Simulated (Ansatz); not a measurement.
A run for Ansatz (an electronic-structure program): R-PBE0/def2-TZVPP on GeHO (SMILES [OH+]=[Ge]). Charge +1.

Ansatz 0.2 input:
```yaml
crystal:
  periodic: [false, false, false]
  atoms:
    - {symbol: O, position_ang: [-0.00000000, 0.00000000, -1.28166343]}
    - {symbol: Ge, position_ang: [-0.00000000, -0.00000000, 0.38278919]}
    - {symbol: H, position_ang: [0.00000000, 0.00000000, -2.24482862]}
basis:
  gaussian:
    orbitals: def2-TZVPP
hamiltonian:
  xc: {name: PBE0}
total_charge: 1
accuracy: high
phonons: {}
scf: {lower_state_search: off}
```

It printed:

```
WARN ansatz: RAYON_NUM_THREADS=1 ignored (pool sized by the plan → 1); use --threads N
Functional definition: PBE0
these checks for a lower state are left out or cut short: stability, starts, cluster_reference, orbital_swaps, neighbouring_geometries, increment
integrals: 0.10 GiB planned
1362 factors; integrals over basis functions are off by at most 3.0e-9 eV
mean field: 0.38 GiB planned
mean field evaluation 1: about -58545.5754 eV, gradient 1.1e2 eV
mean field evaluation 2: about -58403.7680 eV, gradient 2.1e2 eV
mean field evaluation 4: about -58565.3323 eV, gradient 1.6e1 eV
mean field evaluation 8: about -58565.6288 eV, gradient 9.0e-1 eV
mean field evaluation 16: about -58565.6303 eV, gradient 7.8e-5 eV
mean field -58565.63031293 eV, -2152.2472167900 hartree, gradient 9.2e-9 eV, S^2 0.000000; 0 other end points of the search recorded, 0 dependent functions left out
the calculation of the forces begins
reference -58565.63031473 eV, -2152.2472168565 hartree; 20, 20 occupied and 73, 73 virtual orbitals, 1362 factors
these checks for a lower state are left out or cut short: stability, starts, cluster_reference, orbital_swaps, neighbouring_geometries, increment
integrals: 0.10 GiB planned
1362 factors; integrals over basis functions are off by at most 3.0e-9 eV
mean field: 0.38 GiB planned
mean field evaluation 32: about -58565.6303 eV, gradient 2.6e-8 eV
mean field -58565.63031225 eV, -2152.2472167652 hartree, gradient 2.6e-8 eV, S^2 0.000000; 0 other end points of the search recorded, 0 dependent functions left out
the calculation of the forces begins
reference -58565.63031406 eV, -2152.2472168317 hartree; 20, 20 occupied and 73, 73 virtual orbitals, 1362 factors
these checks for a lower state are left out or cut short: stability, starts, cluster_reference, orbital_swaps, neighbouring_geometries, increment
integrals: 0.10 GiB planned
1362 factors; integrals over basis functions are off by at most 3.0e-9 eV
mean field: 0.38 GiB planned
mean field -58565.63031225 eV, -2152.2472167652 hartree, gradient 2.6e-8 eV, S^2 0.000000; 0 other end points of the search recorded, 0 dependent functions left out
the calculation of the forces begins
reference -58565.63031406 eV, -2152.2472168317 hartree; 20, 20 occupied and 73, 73 virtual orbitals, 1362 factors
these checks for a lower state are left out or cut short: stability, starts, cluster_reference, orbital_swaps, neighbouring_geometries, increment
integrals: 0.10 GiB planned
1362 factors; integrals over basis functions are off by at most 3.0e-9 eV
mean field: 0.38 GiB planned
mean field -58565.63031225 eV, -2152.2472167652 hartree, gradient 2.6e-8 eV, S^2 0.000000; 0 other end points of the search recorded, 0 dependent functions left out
the calculation of the forces begins
reference -58565.63031406 eV, -2152.2472168317 hartree; 20, 20 occupied and 73, 73 virtual orbitals, 1362 factors
these checks for a lower state are left out or cut short: stability, starts, cluster_reference, orbital_swaps, neighbouring_geometries, increment
integrals: 0.10 GiB planned
1362 factors; integrals over basis functions are off by at most 3.0e-9 eV
mean field: 0.38 GiB planned
mean field -58565.63031225 eV, -2152.2472167652 hartree, gradient 2.6e-8 eV, S^2 0.000000; 0 other end points of the search recorded, 0 dependent functions left out
the calculation of the forces begins
reference -58565.63031406 eV, -2152.2472168317 hartree; 20, 20 occupied and 73, 73 virtual orbitals, 1362 factors
these checks for a lower state are left out or cut short: stability, starts, cluster_reference, orbital_swaps, neighbouring_geometries, increment
integrals: 0.10 GiB planned
1362 factors; integrals over basis functions are off by at most 3.0e-9 eV
mean field: 0.38 GiB planned
mean field evaluation 64: about -58565.6300 eV, gradient 1.5e-8 eV
mean field -58565.63002341 eV, -2152.2472061507 hartree, gradient 2.3e-8 eV, S^2 0.000000; 0 other end points of the search recorded, 0 dependent functions left out
the calculation of the forces begins
reference -58565.63002522 eV, -2152.2472062172 hartree; 20, 20 occupied and 73, 73 virtual orbitals, 1362 factors
these checks for a lower state are left out or cut short: stability, starts, cluster_reference, orbital_swaps, neighbouring_geometries, increment
integrals: 0.10 GiB planned
1362 factors; integrals over basis functions are off by at most 3.0e-9 eV
mean field: 0.38 GiB planned
mean field -58565.63002261 eV, -2152.2472061211 hartree, gradient 1.7e-8 eV, S^2 0.000000; 0 other end points of the search recorded, 0 dependent functions left out
the calculation of the forces begins
reference -58565.63002442 eV, -2152.2472061875 hartree; 20, 20 occupied and 73, 73 virtual orbitals, 1362 factors
these checks for a lower state are left out or cut short: stability, starts, cluster_reference, orbital_swaps, neighbouring_geometries, increment
integrals: 0.10 GiB planned
1362 factors; integrals over basis functions are off by at most 3.0e-9 eV
mean field: 0.38 GiB planned
mean field -58565.63031284 eV, -2152.2472167867 hartree, gradient 1.3e-8 eV, S^2 0.000000; 0 other end points of the search recorded, 0 dependent functions left out
the calculation of the forces begins
reference -58565.63031464 eV, -2152.2472168532 hartree; 20, 20 occupied and 73, 73 virtual orbitals, 1362 factors
these checks for a lower state are left out or cut short: stability, starts, cluster_reference, orbital_swaps, neighbouring_geometries, increment
integrals: 0.10 GiB planned
1362 factors; integrals over basis functions are off by at most 3.0e-9 eV
mean field: 0.38 GiB planned
mean field -58565.63031284 eV, -2152.2472167867 hartree, gradient 1.3e-8 eV, S^2 0.000000; 0 other end points of the search recorded, 0 dependent functions left out
the calculation of the forces begins
reference -58565.63031464 eV, -2152.2472168532 hartree; 20, 20 occupied and 73, 73 virtual orbitals, 1362 factors
these checks for a lower state are left out or cut short: stability, starts, cluster_reference, orbital_swaps, neighbouring_geometries, increment
integrals: 0.10 GiB planned
1362 factors; integrals over basis functions are off by at most 3.0e-9 eV
mean field: 0.38 GiB planned
mean field evaluation 96: about -58565.6007 eV, gradient 3.3e-1 eV
mean field -58565.63031284 eV, -2152.2472167867 hartree, gradient 1.3e-8 eV, S^2 0.000000; 0 other end points of the search recorded, 0 dependent functions left out
the calculation of the forces begins
reference -58565.63031464 eV, -2152.2472168532 hartree; 20, 20 occupied and 73, 73 virtual orbitals, 1362 factors
these checks for a lower state are left out or cut short: stability, starts, cluster_reference, orbital_swaps, neighbouring_geometries, increment
integrals: 0.10 GiB planned
1362 factors; integrals over basis functions are off by at most 3.0e-9 eV
mean field: 0.38 GiB planned
mean field -58565.63031284 eV, -2152.2472167867 hartree, gradient 1.3e-8 eV, S^2 0.000000; 0 other end points of the search recorded, 0 dependent functions left out
the calculation of the forces begins
reference -58565.63031464 eV, -2152.2472168532 hartree; 20, 20 occupied and 73, 73 virtual orbitals, 1362 factors
these checks for a lower state are left out or cut short: stability, starts, cluster_reference, orbital_swaps, neighbouring_geometries, increment
integrals: 0.10 GiB planned
1362 factors; integrals over basis functions are off by at most 3.0e-9 eV
mean field: 0.38 GiB planned
mean field -58565.63018417 eV, -2152.2472120582 hartree, gradient 1.7e-8 eV, S^2 0.000000; 0 other end points of the search recorded, 0 dependent functions left out
the calculation of the forces begins
reference -58565.63018598 eV, -2152.2472121247 hartree; 20, 20 occupied and 73, 73 virtual orbitals, 1362 factors
these checks for a lower state are left out or cut short: stability, starts, cluster_reference, orbital_swaps, neighbouring_geometries, increment
integrals: 0.10 GiB planned
1362 factors; integrals over basis functions are off by at most 3.0e-9 eV
mean field: 0.38 GiB planned
mean field evaluation 128: about -58565.6302 eV, gradient 1.9e-6 eV
mean field -58565.63018308 eV, -2152.2472120181 hartree, gradient 1.8e-8 eV, S^2 0.000000; 0 other end points of the search recorded, 0 dependent functions left out
the calculation of the forces begins
reference -58565.63018488 eV, -2152.2472120846 hartree; 20, 20 occupied and 73, 73 virtual orbitals, 1362 factors
these checks for a lower state are left out or cut short: stability, starts, cluster_reference, orbital_swaps, neighbouring_geometries, increment
integrals: 0.10 GiB planned
1362 factors; integrals over basis functions are off by at most 3.0e-9 eV
mean field: 0.38 GiB planned
mean field -58565.63031265 eV, -2152.2472167801 hartree, gradient 2.1e-8 eV, S^2 0.000000; 0 other end points of the search recorded, 0 dependent functions left out
the calculation of the forces begins
reference -58565.63031446 eV, -2152.2472168465 hartree; 20, 20 occupied and 73, 73 virtual orbitals, 1362 factors
these checks for a lower state are left out or cut short: stability, starts, cluster_reference, orbital_swaps, neighbouring_geometries, increment
integrals: 0.10 GiB planned
1362 factors; integrals over basis functions are off by at most 3.0e-9 eV
mean field: 0.38 GiB planned
mean field -58565.63031265 eV, -2152.2472167801 hartree, gradient 2.1e-8 eV, S^2 0.000000; 0 other end points of the search recorded, 0 dependent functions left out
the calculation of the forces begins
reference -58565.63031446 eV, -2152.2472168465 hartree; 20, 20 occupied and 73, 73 virtual orbitals, 1362 factors
these checks for a lower state are left out or cut short: stability, starts, cluster_reference, orbital_swaps, neighbouring_geometries, increment
integrals: 0.10 GiB planned
1362 factors; integrals over basis functions are off by at most 3.0e-9 eV
mean field: 0.38 GiB planned
mean field -58565.63031265 eV, -2152.2472167801 hartree, gradient 2.1e-8 eV, S^2 0.000000; 0 other end points of the search recorded, 0 dependent functions left out
the calculation of the forces begins
reference -58565.63031446 eV, -2152.2472168465 hartree; 20, 20 occupied and 73, 73 virtual orbitals, 1362 factors
these checks for a lower state are left out or cut short: stability, starts, cluster_reference, orbital_swaps, neighbouring_geometries, increment
integrals: 0.10 GiB planned
1362 factors; integrals over basis functions are off by at most 3.0e-9 eV
mean field: 0.38 GiB planned
mean field evaluation 160: about -58565.6303 eV, gradient 1.4e-1 eV
mean field -58565.63031265 eV, -2152.2472167801 hartree, gradient 2.1e-8 eV, S^2 0.000000; 0 other end points of the search recorded, 0 dependent functions left out
the calculation of the forces begins
reference -58565.63031446 eV, -2152.2472168465 hartree; 20, 20 occupied and 73, 73 virtual orbitals, 1362 factors
these checks for a lower state are left out or cut short: stability, starts, cluster_reference, orbital_swaps, neighbouring_geometries, increment
integrals: 0.10 GiB planned
1362 factors; integrals over basis functions are off by at most 3.0e-9 eV
mean field: 0.38 GiB planned
mean field -58565.63015118 eV, -2152.2472108460 hartree, gradient 1.2e-8 eV, S^2 0.000000; 0 other end points of the search recorded, 0 dependent functions left out
the calculation of the forces begins
reference -58565.63015299 eV, -2152.2472109124 hartree; 20, 20 occupied and 73, 73 virtual orbitals, 1362 factors
these checks for a lower state are left out or cut short: stability, starts, cluster_reference, orbital_swaps, neighbouring_geometries, increment
integrals: 0.10 GiB planned
1362 factors; integrals over basis functions are off by at most 3.0e-9 eV
mean field: 0.38 GiB planned
mean field -58565.63015304 eV, -2152.2472109143 hartree, gradient 1.1e-8 eV, S^2 0.000000; 0 other end points of the search recorded, 0 dependent functions left out
the calculation of the forces begins
reference -58565.63015485 eV, -2152.2472109808 hartree; 20, 20 occupied and 73, 73 virtual orbitals, 1362 factors
Total energy: -58565.63031473 eV, -2152.2472168565 hartree
Atom 0 at     0.000000     0.000000    -1.281663 Å, force    -0.000000    -0.000000     0.000010 eV/Å
Atom 1 at     0.000000     0.000000     0.382789 Å, force    -0.000000    -0.000000    -0.000012 eV/Å
Atom 2 at     0.000000     0.000000    -2.244829 Å, force     0.000000     0.000000     0.000002 eV/Å
Dipole moment:     0.000000    -0.000000    -0.069013 e Å
Vibrations: 165.04 165.04 902.31 3847.18 cm⁻¹, zero-point energy 0.314893 eV
Checks for a lower state left out: stability, starts, cluster_reference, orbital_swaps, neighbouring_geometries, increment
```

The calculation finished and met its thresholds.

Cost: roughly 60 core-seconds.
